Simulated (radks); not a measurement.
Isoelectronic series with 47 electrons, all held in the configuration [Kr] 4d10 5s1, which need not be the ground one along the series. Method: Dirac Kohn-Sham, PBE, spin-unpolarised, spherical densities, point nucleus; computed with a radial shooting solver on a logarithmic mesh with Libxc functionals. Total energies (hartree) and orbital eigenvalues (hartree):

| ion | E (hartree) | 5s1/2 | 4d5/2 |
|---|---|---|---|
| Ag | -5317.24063 | -0.16192 | -0.26553 |
| Cd+ | -5595.69438 | -0.47984 | -0.74335 |
| In2+ | -5882.31012 | -0.86977 | -1.32932 |
| Sn3+ | -6177.09694 | -1.32126 | -2.00732 |
| Sb4+ | -6480.07733 | -1.82907 | -2.76890 |
| Te5+ | -6791.28192 | -2.39007 | -3.60892 |
| I6+ | -7110.74717 | -3.00222 | -4.52398 |
| Xe7+ | -7438.51402 | -3.66415 | -5.51168 |
| Cs8+ | -7774.6272 | -4.37488 | -6.57029 |
| Ba9+ | -8119.1346 | -5.13371 | -7.69847 |
| La10+ | -8472.0874 | -5.94012 | -8.89518 |
| Ce11+ | -8833.5395 | -6.79377 | -10.15961 |
| Pr12+ | -9203.5476 | -7.69440 | -11.49110 |
| Nd13+ | -9582.1711 | -8.64184 | -12.88908 |
| Pm14+ | -9969.4721 | -9.63599 | -14.35313 |
| Sm15+ | -10365.5156 | -10.67682 | -15.88284 |
| Eu16+ | -10770.3691 | -11.76434 | -17.47792 |
| Gd17+ | -11184.1032 | -12.89859 | -19.13807 |
| Tb18+ | -11606.7911 | -14.07968 | -20.86308 |
